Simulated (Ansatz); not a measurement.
`FB1OC=CO1` + H₂ → `B1OC=CO1` + H–F at 400 K and 1 bar (hydrogenolysis of a B–F bond).

Program: Ansatz. Geometries: PBE0-D4/def2-TZVP. ΔE: electronic, gas phase. CCSD(T)/CBS is the MP2 limit (def2-TZVPP, def2-QZVPP) plus CCSD(T) − MP2 in def2-TZVPP, frozen cores. This one scheme is used for every species.

| species | CCSD(T)/CBS energy (Eh) | H − E (kJ/mol) | S (J/(mol·K)) |
| --- | --- | --- | --- |
| `FB1OC=CO1` | -352.36345 | 153.0 | 311.3 |
| H₂ | -1.17544 | 38.0 | 139.0 |
| `B1OC=CO1` | -253.10735 | 165.7 | 288.6 |
| H–F | -100.39570 | 36.5 | 182.2 |

H − E and S are ideal-gas, rigid-rotor, harmonic terms from PBE0-D4/def2-TZVP. The MP2-based limit puts H₂ 0.8 mEh under its directly extrapolated value; such offsets cancel only in part. 1 Eh = 2625.50 kJ/mol, R = 8.31446 J/(mol·K).

By hand: ΔE, ΔH, ΔS and ΔG.

ΔE = (-253.10735) + (-100.39570) − (-352.36345) − (-1.17544) = 0.03584 Eh = 94.1 kJ/mol. Δ(H − E) = 165.7 + 36.5 − 153.0 − 38.0 = 11.2, so ΔH = 105.3 kJ/mol. ΔS = 288.6 + 182.2 − 311.3 − 139.0 = 20.5 J/(mol·K). ΔG = 105.3 − 400 × (20.5)/1000 = 97.1 kJ/mol.

By hand: the equilibrium constant, and the temperature at which ΔG would vanish if ΔH and ΔS stayed fixed.

log₁₀ K = −ΔG/(RT ln 10) = -12.7. ΔG = 0 at ΔH/ΔS = 5137 K, far beyond where these terms or the molecules hold.

ΔH outweighs TΔS. A doubt of 5 kJ/mol in ΔE shifts log₁₀ K by 0.7 here. These are equilibria of isolated gas molecules and say nothing of rates. Largest T1 diagnostic: 0.016 (customary marks: 0.02 for closed shells, 0.045 for open ones).
